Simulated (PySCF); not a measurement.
Where the electron goes

Compound: C6H12FP.
Atom-mapped SMILES: `[CH3:1][C@@H:2]1[CH2:3][PH:4][CH2:5][CH2:6][C@H:7]1[F:8]` (hydrogens: H9, H10, H11 on C1; H12 on C2; H13, H14 on C3; H15 on P4; H16, H17 on C5; H18, H19 on C6; H20 on C7)

Structure used (PBE0-D3(BJ)/def2-SVP), in Å, numbered top down from 1:
```
atom  x, y, z in Å
C1    -2.1249   -0.6177   -0.2775
C2    -0.7239   -0.2403    0.1876
C3    -0.5053    1.2718    0.1171
P4     1.1531    1.9119    0.6614
C5     2.2161    0.6778   -0.2381
C6     1.7578   -0.7692   -0.1292
C7     0.3366   -0.9866   -0.6121
F8     0.0707   -2.3429   -0.5495
H9    -2.2822   -1.7026   -0.2093
H10   -2.2847   -0.3170   -1.3262
H11   -2.8895   -0.1168    0.3354
H12   -0.6055   -0.5573    1.2404
H13   -0.6553    1.6277   -0.9184
H14   -1.2697    1.7893    0.7195
H15    1.1732    1.2444    1.9293
H16    3.2470    0.7912    0.1332
H17    2.2413    1.0012   -1.2937
H18    1.8202   -1.1096    0.9185
H19    2.4173   -1.4296   -0.7167
H20    0.2558   -0.6888   -1.6767
```

Computed with TDDFT wB97X-D/def2-SVPD, vertical, gas phase, core orbitals frozen in the response (PySCF 2.14.0, density-fitted response routines).

Frontier orbitals with the atoms that hold most of them (Löwdin shares over 4%, at most four atoms; ? is withheld):

```json
{"orbital": "HOMO-3", "ε (eV)": "-11.39", "atoms": "P4 22%, C5 19%, H15 17%, H17 8%"}
{"orbital": "HOMO-2", "ε (eV)": "-11.03", "atoms": "C7 18%, C2 16%, F8 14%, H20 10%"}
{"orbital": "HOMO-1", "ε (eV)": "-10.35", "atoms": "?"}
{"orbital": "HOMO", "ε (eV)": "-8.75", "atoms": "?"}
{"orbital": "LUMO", "ε (eV)": "?", "atoms": "P4 21%, C5 13%, H15 8%, H16 8%"}
{"orbital": "LUMO+1", "ε (eV)": "2.35", "atoms": "P4 21%, C3 11%, C1 9%, C5 8%"}
{"orbital": "LUMO+2", "ε (eV)": "2.58", "atoms": "H20 16%, H15 11%, H17 9%, H12 8%"}
```

Which atoms hold the HOMO, and with what shares?

P4 (bonded to 2 C and H) 60%; C3 (bonded to C, P and 2 H) 9%; C5 (bonded to C, P and 2 H) 9%; H15 (bonded to P) 6%. By element: phosphorus 60%, carbon 18% or more, hydrogen 6% or more.

Which atoms hold the HOMO-1, and with what shares?

C5 (bonded to C, P and 2 H) 13%; C3 (bonded to C, P and 2 H) 13%; P4 (bonded to 2 C and H) 12%; C7 (bonded to 2 C, F and H) 10%. By element: carbon 36% or more, phosphorus 12%.

What is the LUMO energy, and the HOMO–LUMO gap?

ε(LUMO) = 2.27 eV; the gap is 11.02 eV (0.4049 hartree).

The HOMO–LUMO gap is 11.02 eV. Where does the response calculation put the lowest singlet, and from which orbitals?

S1 is at 6.67 eV (f = 0.062), 4.35 eV below the gap, made of HOMO→LUMO (42%), HOMO→LUMO+1 (42%), HOMO→LUMO+4 (9%). 

Next come S2 at 6.69 eV (f 0.060), HOMO→LUMO (37%), HOMO→LUMO+1 (34%), HOMO→LUMO+2 (13%); S3 at 7.51 eV (f 0.141), HOMO→LUMO+5 (74%), HOMO→LUMO+6 (9%); S4 at 7.57 eV (f 0.012), HOMO→LUMO+2 (71%), HOMO→LUMO+3 (10%), HOMO→LUMO (8%); S5 at 8.20 eV (f 0.018), HOMO→LUMO+4 (28%), HOMO→LUMO+3 (19%), HOMO-1→LUMO (16%).

One conformer stands for the species.

Without π bonds the low states may be Rydberg-like; a valence basis with one diffuse set may place them up to an eV too high.
